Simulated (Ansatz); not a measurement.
One change: `[BH2][Zn][NH2]` becomes `[NH2][Zn][NH2]`.

Ansatz, PBE0-D4/def2-TZVP geometries, multiplicity 1. Each molecule was computed in one conformer, which needn't be the lowest.

Scalar relativity is left out up to krypton.

```json
{"property": "LUMO energy (PBE/def2-TZVPP) / eV", "`[BH2][Zn][NH2]`": "-3.22"}
{"property": "HOMO energy (B3LYP/def2-TZVPP) / eV", "`[BH2][Zn][NH2]`": "-6.34"}
{"property": "LUMO energy (ωB97M-V/def2-TZVPP) / eV", "`[BH2][Zn][NH2]`": "-0.38"}
{"property": "HOMO–LUMO gap (PBE/def2-TZVPP) / eV", "`[BH2][Zn][NH2]`": "2.18"}
{"property": "HOMO energy (PBE0/def2-TZVPP) / eV", "`[BH2][Zn][NH2]`": "-6.56"}
{"property": "LUMO energy (PBE0/def2-TZVPP) / eV", "`[BH2][Zn][NH2]`": "-2.29"}
```

Q: What does the change do to each property? (An estimate is asked.)

A: Ansatz gave: 
```
                             property  `[NH2][Zn][NH2]`  shift
    LUMO energy (PBE/def2-TZVPP) / eV             -1.09   2.13
  HOMO energy (B3LYP/def2-TZVPP) / eV             -6.54  -0.20
LUMO energy (ωB97M-V/def2-TZVPP) / eV              1.09   1.47
  HOMO–LUMO gap (PBE/def2-TZVPP) / eV              4.34   2.16
   HOMO energy (PBE0/def2-TZVPP) / eV             -6.76  -0.20
   LUMO energy (PBE0/def2-TZVPP) / eV             -0.29   2.00
```

With PBE0 the HOMO falls by 0.20 eV and the LUMO rises by 2.00 eV, so the gap widens by about 2.20 eV. PBE moves the HOMO by -0.02 eV and ωB97M-V by -0.24 eV.

B3LYP here is the variant with VWN-RPA as its local correlation; programs differ in this.
